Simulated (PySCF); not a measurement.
**Electronic structure of Ta⁺ (tantalum, charge +1) at the UHF level**

Configuration: [Xe] 4f14 5d4, high-spin 5D determinant (an excited configuration). Calculation: PySCF 2.14, in def2-TZVPPD with the def2 core potential (60 electrons) (6s5p3d2f1g, 59 functions); a scalar-relativistic core potential.

```
Total energy                                                  : -56.022879 hartree
One-electron energy                                           : -92.1187 hartree
Hartree (Coulomb) energy                                      : 42.2264 hartree
Exchange energy                                               : -6.1306 hartree
⟨S²⟩                                                          : 6.0047
⟨L²⟩                                                          : 6.027
Sum of ⟨r⟩                                                    : 19.01 bohr
Sum of ⟨r²⟩                                                   : 37.10 bohr²
Traceless quadrupole moment −½Σ⟨3z² − r²⟩ along its main axis : -1.39 e·bohr²
```

| shell | electrons | mean orbital energy (eV) | spread (eV) | rms radius, mean of both spins (bohr) |
| --- | --- | --- | --- | --- |
| 5s α | 1 | -91.267 | 0 | 1.21 |
| 5s β | 1 | -87.798 | 0 | 1.21 |
| 5p α | 3 | -54.056 | 0.644 | 1.42 |
| 5p β | 3 | -48.543 | 1.110 | 1.42 |
| 5d α | 4 | -13.845 | 1.074 | 2.35 |

Energies and moments cover only the electrons outside the core potential. Spin-orbit coupling, absent here, splits the open shell strongly.
